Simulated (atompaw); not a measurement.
Pseudopotential generation for Fe: PAW (atompaw), PBE, scalar-relativistic.

Input for atompaw 4.2.0.5:

```
Fe 26
GGA-PBE scalarrelativistic loggrid 1500 logderivrange -3 5 201
4 4 3 0 0 0
4 1 0
3 2 6
0 0 0
c
c
c
v
c
c
v
v
2
3.00 2.60 2.40 2.50
y
0.05
n
y
0.85
n
y
2.6
n
custom rrkj gramschmidtortho besselshape
3 0.5 troulliermartins
2.20
3.00
3.00
3.00
1.55
1.55
PWSCFOUT
UPFDX 0.0125d0 UPFXMIN -7.d0 UPFZMESH 26.d0
END
```

Command:

```bash
atompaw < Fe.input > Fe.log
```

Output (summary file):

```
Completed calculations for Fe (AE)

 Exchange-correlation type: GGA, Perdew-Burke-Ernzerhof

 Radial integration grid is logarithmic
 r0 =   3.1899155E-04 h =   8.2937802E-03   n =      1500 rmax =   8.0000000E+01

 Scalar relativistic calculation

 AEatom converged in  44 iterations
   nz     =  26.00
   delta  =       8.348719694092E-17

 All Electron Orbital energies:
  n  l      occupancy      energy
  1  0      2.0000000E+00 -5.1441148E+02
  2  0      2.0000000E+00 -6.0248777E+01
  3  0      2.0000000E+00 -6.9101824E+00
  4  0      2.0000000E+00 -3.8896491E-01
  2  1      6.0000000E+00 -5.1335400E+01
  3  1      6.0000000E+00 -4.4130689E+00
  4  1      0.0000000E+00 -9.7406448E-02
  3  2      6.0000000E+00 -5.5160240E-01

 Total energy
   Total                    :    -2544.89956651173588

 ---
 Completed calculations for Fe (SC)

 Exchange-correlation type: GGA, Perdew-Burke-Ernzerhof

 Radial integration grid is logarithmic
 r0 =   3.1899155E-04 h =   8.2937802E-03   n =      1500 rmax =   8.0000000E+01

 Scalar relativistic calculation

 SCatom converged in   1 iterations
   nz     =  26.00
   delta  =       6.137071250064E-17

 Valence Electron Orbital energies:
  n  l      occupancy      energy
   4  0      2.0000000E+00 -3.8896491E-01
   4  1      0.0000000E+00 -9.7406448E-02
   3  2      6.0000000E+00 -5.5160240E-01

 Total energy
   Total                    :    -2544.89956651194689
   Valence                  :     -141.04460654478169

 PAW parameters:
       lmax =            2
         rc =    3.0218882185338609
        irc =         1105
   rc_shape =    2.6027714862289426
    rc_vloc =    2.4155410832129003
    rc_core =    2.5178304004832941
   Vloc: Norm-conserving Troullier-Martins with l= 3;e=   5.0000E-01
   Projector type: RRKJ pseudization + Gram-Schmidt ortho.
   Bessel compensation charge shape zeroed at   2.6028E+00

 Number of basis functions     6
 No.   n  nodes  l      Energy         Cp coeff         Occ
  1    4    3    0   -0.3889649E+00  0.1000000E+01  0.2000000E+01
  2  999    4    0    0.5000000E-01 -0.3501449E-01  0.0000000E+00
  3    4    2    1   -0.9740645E-01  0.1000000E+01  0.0000000E+00
  4  999    3    1    0.8500000E+00  0.2220354E-01  0.0000000E+00
  5    3    0    2   -0.5516024E+00  0.1000000E+01  0.6000000E+01
  6  999    1    2    0.2600000E+01  0.5902628E+00  0.0000000E+00

 Eigenvalues of overlap operator (in the basis of projectors):
    1        2.33801779E-02
    2        3.29407953E-02
    3        1.34035046E-01
    4        2.48421505E-01
    5        4.75000143E+00
    6        7.84041893E+00

 Orbital leakage outside PAW augmentation regions
   orb  is_core?  %out_of_sphere
   1 0    T           0.00
   2 0    T           0.00
   3 0    T           0.00
   4 0    F          42.29
   2 1    T           0.00
   3 1    T           0.01
   4 1    F          74.91
   3 2    F           2.11

 Summary of PAW energies
   Total valence energy     :   -141.04385543794984
   Smooth energy            :     16.34950467515348
   One center               :   -157.39336011310331
   Smooth kinetic           :     22.62090664181564
   Vloc energy              :     -4.40699335403007
   Smooth exch-corr         :     -4.17819589783323
   One-center xc            :   -106.90854050980769
```

The run took about 5.1 s on one core of a shared server CPU.
